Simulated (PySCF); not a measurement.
## How the method moves the HOMO and LUMO of `B[SiH2]C=C=C`

Compound: C3H7BSi.
Structure used (PBE0-D3(BJ)/def2-SVP), in Å, numbered top down from 1:
```
atom  x, y, z in Å
B1    -2.1616    0.7621    0.6364
Si2   -1.2154   -0.5216   -0.5890
C3     0.3872   -0.8257    0.3609
C4     1.5072   -0.2148    0.0615
C5     2.6088    0.4055   -0.2758
H6    -2.6512    0.3613    1.6674
H7    -2.1613    1.9548    0.4403
H8    -1.9387   -1.8229   -0.7574
H9    -0.8756    0.0242   -1.9377
H10    0.3700   -1.4971    1.2307
H11    2.8575    1.3856    0.1435
H12    3.3149   -0.0418   -0.9829
```

Basis pcSseg-2 throughout (PySCF), one geometry. One conformer (not necessarily the lowest) at the PBE0-D3(BJ)/def2-SVP geometry, without solvent, vibrations or thermal averaging.

How do the orbital energies, the gap and the dipole change with the method?

| method | kind | HOMO (eV) | LUMO (eV) | gap (eV) | μ (D) | SCF cycles |
| --- | --- | --- | --- | --- | --- | --- |
| BLYP | GGA | -6.15 | -3.20 | 2.95 | 0.40 | 15 |
| B97-D | GGA | -6.24 | -3.16 | 3.08 | 0.38 | 15 |
| OPBE | GGA | -6.27 | -3.21 | 3.06 | 0.45 | 16 |
| PBE | GGA | -6.30 | -3.38 | 2.93 | 0.46 | 15 |
| KT2 | GGA | -6.31 | -3.36 | 2.95 | 0.43 | 16 |
| KT3 | GGA | -6.32 | -3.26 | 3.06 | 0.38 | 15 |
| BP86 | GGA | -6.39 | -3.42 | 2.97 | 0.44 | 14 |
| LDA | LDA | -6.44 | -3.65 | 2.79 | 0.48 | 15 |
| B97-2 | global hybrid | -7.12 | -2.37 | 4.75 | 0.31 | 13 |
| B3LYP | global hybrid | -7.17 | -2.59 | 4.57 | 0.29 | 14 |
| PBE0 | global hybrid | -7.37 | -2.40 | 4.97 | 0.32 | 14 |
| mPW1PW91 | global hybrid | -7.39 | -2.39 | 5.00 | 0.31 | 14 |
| BHandHLYP | global hybrid | -8.33 | -1.33 | 7.00 | 0.22 | 12 |
| CAM-B3LYP | range-separated hybrid | -8.64 | -1.29 | 7.36 | 0.23 | 12 |
| wB97X-D | range-separated hybrid | -9.16 | -0.52 | 8.64 | 0.26 | 13 |
| HF | Hartree–Fock | -9.81 | 1.06 | 10.87 | 0.22 | 11 |
| LC-wPBE | range-separated hybrid | -9.98 | -0.12 | 9.86 | 0.25 | 13 |

The HOMO spans 3.83 eV, from BLYP down to LC-wPBE, and the gap runs from 2.79 eV (LDA) to 10.87 eV (HF). Over the methods BLYP (0 %), B97-D (0 %), OPBE (0 %), PBE (0 %), KT2 (0 %), KT3 (0 %), BP86 (0 %), LDA (0 %), B97-2 (21 %), B3LYP (20 %), PBE0 (25 %), mPW1PW91 (25 %), BHandHLYP (50 %), HF (100 %), a straight line through the gap against the share of exact exchange rises by 0.79 eV for each 10 % (correlation coefficient 0.999). The dipole ranges from 0.22 D (HF) to 0.48 D (LDA). This basis has no diffuse functions.
